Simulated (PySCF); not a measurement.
# Dipole moment and polarisability of Au(PF3)Cl

Species: Au(PF3)Cl (singlet state).
Cartesian coordinates in Å at the PBE0-D3(BJ)/def2-SVP level; atoms count from 1:
```
atom  x, y, z in Å
Au1   -0.0023    0.0087   -1.4552
P2    -0.0013    0.0034    0.7369
F3     0.1233    1.3751    1.4911
F4     1.1330   -0.8025    1.4652
F5    -1.2554   -0.5825    1.4781
Cl6    0.0027   -0.0023   -3.7161
```

Level: CAM-B3LYP/def2-SVPD (PySCF), static field, nuclei fixed, core orbitals frozen in the response. The polarisability tensor in these axes (au):

```
x    54.49  -0.01  -0.06
y    -0.01  54.49   0.10
z    -0.06   0.10 100.70
```

Diagonalise the tensor; give its mean and Δα, where Δα² is half the sum of the squared differences of the eigenvalues.

Principal values 54.48, 54.50 and 100.70 au; mean 69.89 au = 10.36 Å³ = 11.52 × 10⁻⁴⁰ C²·m²/J; Δα = 46.21 au (66 % of the mean).

What is the dipole moment, and where does it point?

(-0.01, 0.02, 4.34) D, 4.34 D in size, pointing from the negative to the positive side. Measured along this direction, the outermost atoms are Cl6 at the negative end and F3, F5 and F4 at the positive end.

Molar refractivity from α?

Lorentz–Lorenz: R = (4π/3)N_A α = 2.5225 cm³/(mol·Å³) × 10.36 Å³ = 26.1 cm³/mol, in the limit of long wavelengths.

Sum over states: ᾱ = Σ f/ω², ω in Eh. What share falls to these 10 lowest TDDFT singlets (eV, f)? 5.58, 0.0000; 5.64, 0.0000; 5.64, 0.0000; 6.04, 0.0495; 6.05, 0.0485; 6.19, 0.1636; 6.28, 0.0331; 6.28, 0.0333; 6.71, 0.0000; 6.72, 0.0006.

They add up to 6.40 au, 9.2 % of the 69.89 au; the largest single term is 3.16 au, from the state at 6.19 eV. Terms in order: 0.00, 0.00, 0.00, 1.00, 0.98, 3.16, 0.62, 0.62, 0.00, 0.01 au. Higher excitations give the rest. The strengths listed sum to 0.329.

Find the Langevin capture rate constant for H3O+ (19.018 u) meeting this molecule (319.904 u), k = 2.342 × 10⁻⁹ cm³/s × √(α in Å³ / reduced mass in u).

The reduced mass is 17.95 u, so k = 1.78 × 10⁻⁹ cm³/s. The formula leaves out the permanent dipole, which adds to the capture rate.

Geometry: PBE0-D3(BJ)/def2-SVP; no solvent, vibrations or thermal averaging. Atoms past krypton carry effective core potentials; spin–orbit coupling is left out.
